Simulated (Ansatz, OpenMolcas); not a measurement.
## How methods differ on BGeH5 (SMILES [BH2][GeH3])

BGeH5 has 7 atoms, charge 0, and is taken as a singlet. As SMILES, `[BH2][GeH3]`. The coordinates come from a PBE0-D4/def2-TZVP relaxation.

Quantity: the electronic atomisation energy, in eV. The values are calculated. Electronic energies at fixed atoms, without zero-point motion or spin-orbit coupling.

```
                level                    kind     program  value (eV)  less CCSD(T)/aug-cc-pVDZ
    SVWN5/aug-cc-pVDZ                     LDA      Ansatz       21.89                     +2.91
      PBE/aug-cc-pVDZ                     GGA  OpenMolcas       19.48                     +0.50
     TPSS/aug-cc-pVDZ                meta-GGA  OpenMolcas       20.21                     +1.23
    BHLYP/aug-cc-pVDZ           global hybrid      Ansatz       19.56                     +0.58
   M06-2X/aug-cc-pVDZ         hybrid meta-GGA  OpenMolcas       19.34                     +0.36
CAM-B3LYP/aug-cc-pVDZ  range-separated hybrid      Ansatz       19.80                     +0.82
      MP2/aug-cc-pVDZ     perturbation theory      Ansatz       18.71                     -0.27
  CCSD(T)/aug-cc-pVDZ   coupled cluster or CI      Ansatz       18.98                      0.00
```

CCSD(T)/aug-cc-pVDZ is the highest level here, not the true value. All-electron rows without a relativistic Hamiltonian named are non-relativistic. Correlated wave functions underbind in double-zeta sets. The values span 18.71 to 21.89 eV. In the correlated wave-function rows the outer d shell of Ge is correlated, in sets not made for it.
